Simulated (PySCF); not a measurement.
Bonds: Si1-C4 1.881 Å, Si1-C8 1.888 Å, C8-C9 1.526 Å. Si1 carries H2, H3; C4 carries H5, H6, H7; C8 carries H10, H11; C9 carries H12, H13, H14.

[PySCF 2.14: PBE0-D3(BJ)/def2-SVP geometry; σ from GIAO-PBE0/pcSseg-1; in vacuum; a single conformation; no relativistic terms; equivalent nuclei averaged]

Shifts are taken against calculated references (same method and geometry level): 13C and 1H and 29Si against TMS.

```json
{"atoms": "C9", "nucleus": "13C", "count": "1", "δ (ppm)": "10.9"}
{"atoms": "H12/H13/H14", "nucleus": "1H", "count": "3", "δ (ppm)": "1.07"}
{"atoms": "H10/H11", "nucleus": "1H", "count": "2", "δ (ppm)": "0.56"}
{"atoms": "Si1", "nucleus": "29Si", "count": "1", "δ (ppm)": "-31.2"}
{"atoms": "H5/H6/H7", "nucleus": "1H", "count": "3", "δ (ppm)": "?"}
{"atoms": "C8", "nucleus": "13C", "count": "1", "δ (ppm)": "6.8"}
{"atoms": "H2/H3", "nucleus": "1H", "count": "2", "δ (ppm)": "?"}
{"atoms": "C4", "nucleus": "13C", "count": "1", "δ (ppm)": "-6.5"}
```

**Question.** Fill in the missing shifts.

**Answer.** 
- H2/H3: 3.98 ppm, hydrogen on a silicon bonded to 2 C
- H5/H6/H7: 0.16 ppm, hydrogen on a carbon bonded to Si

Shifts are as computed. Against solution values, carbons near 30 ppm lie about +2 ppm off and those near 130 ppm about +5 ppm. Of 1309 compounds with measured shifts, 239 miss one by over three times the rms of a fit or turn the order of signals round; such compounds aren't used in these exercises.
